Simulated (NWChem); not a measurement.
System: AlN$_{2}$H$_{4}$Cl; SMILES [NH2][Al]([NH2])[Cl]

Input file for NWChem:

```
start job
memory heap 200 mb stack 900 mb global 1100 mb
geometry units angstroms noautosym nocenter noautoz
  Al     0.000000     0.000000    -0.423299
  Cl     0.000000     0.000000     1.685917
  N      0.000000    -1.555854    -1.254837
  H      0.000000    -2.449364    -0.777213
  H      0.000000    -1.696363    -2.257882
  N      0.000000     1.555854    -1.254837
  H      0.000000     1.696363    -2.257882
  H      0.000000     2.449364    -0.777213
end
basis spherical
  * library pcsseg-1
end
dft
  xc pbe0
  iterations 150
end
property
  shielding 5 1 2 3 4 5
end
task dft property
```

The geometry was optimised at PBE0/def2-SVP.

GIAO values for the isolated, static molecule; σ is the absolute isotropic shielding, δ = σ(reference) − σ with the isolated reference molecule computed at the same levels (1H: tetramethylsilane, 15N: ammonia).

Atoms are numbered as in the input.

What results follow from this input? (PBE0/pcSseg-1, GIAO.) Quantities: σ Al1 (ppm); σ Cl2 (ppm); δ N3 (ppm); δ H4 (ppm); δ H5 (ppm).


```yaml
"σ Al1 (ppm)": 414.4
"σ Cl2 (ppm)": 1021.7
"δ N3 (ppm)": 8.8
"δ H4 (ppm)": 0.27
"δ H5 (ppm)": 0.15
```
